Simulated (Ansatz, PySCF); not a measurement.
Torsion N1–Si2–Ge3–H8 in GeH7NSi (SMILES N[SiH2][GeH3]); at each angle all else is relaxed with GFN2-xTB, and the levels are single points there.
Geometry at 60° (charge 0, multiplicity 1):
```csv
atom,x (Å),y (Å),z (Å)
N,1.6558,0.6722,0.3255
Si,0.6218,-0.6857,0.1118
Ge,-1.5422,0.0816,0.5087
H,2.6509,0.5568,0.2244
H,1.3755,1.5673,-0.0426
H,0.6895,-1.3216,-1.2163
H,1.0668,-1.6669,1.1015
H,-2.0257,1.1843,-0.3940
H,-1.8315,0.6330,1.8734
H,-2.6097,-0.9599,0.3406
```

On the grid 0° to 120°, 0° is the highest and 60° the lowest point at wB97M-V/def2-TZVPP.

Correlated levels freeze the cores. Filled d and f shells under p-block atoms count as core. Rows in 3-21G, STO-3G carry no dispersion term and start afresh at each structure; the Pople sets are all-electron and without relativity.

Run with Ansatz (Gaussian basis) for Hartree–Fock, density functionals and correlated methods; PySCF for 3-21G rows, STO-3G rows, the dispersion terms. Values without a source in brackets are computed.

```tsv
level	energy at 0° less that at 60° (kcal/mol)
HF/STO-3G	0.36
HF/3-21G	0.91
SVWN5/def2-TZVPP	0.51
PBE/def2-TZVPP	0.54
PBE-D4/def2-TZVPP	0.54
BLYP/def2-TZVPP	0.56
BLYP-D3(BJ)/def2-TZVPP	0.54
wB97X-V/def2-TZVPP	0.59
SCS-MP2/def2-TZVPP	[?]
```

Q: Fill in the missing entries.

A: 
- SCS-MP2/def2-TZVPP, energy at 0° less that at 60° (kcal/mol): 0.63

Ansatz is a quantum-chemistry and plane-wave program.
